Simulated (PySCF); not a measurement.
**HfSF2: breathing scan**

All numbers come from PBE/[Hf def2-SVP with ECP60, S def2-SVP, F def2-SVP], scalar-relativistic core potentials, density fitting, no spin–orbit coupling, PySCF.

Rigid scan from the singlet minimum (Hf–F 1.919 Å (×2), Hf–S 2.237 Å; F–Hf–F 110.9°, F–Hf–S 108.5° (×2)). Coordinate: all bonds to the central atom scaled together. Energies in kJ/mol from the minimum.

(1) Predict the curve at 0.88, 0.92, 0.96, 1.00, 1.04, 1.08, 1.14, 1.22, 1.35.

Answers

(1) 
```
scale of all bonds to the centre  E (kJ/mol)  dipole size (D)
                            0.88       345.1             5.03
                            0.92       134.8             5.17
                            0.96        29.7             5.29
                            1.00         0.0             5.38
                            1.04        23.3             5.45
                            1.08        83.0             5.50
                            1.14       214.9             5.55
                            1.22       428.9             5.59
                            1.35       786.6             5.63
```

At long bonds a restricted determinant can lie too high, and another spin state can fall below this curve.

Spin–orbit coupling, left out here, can matter for elements this heavy.

Other isomers or separated fragments may lie lower.

The scan took 14 s on 2 threads of a shared Arm Neoverse V2 host; the process peaked at 0.82 GiB. Launch command: `OMP_NUM_THREADS=2 python axn.py task.json out`.
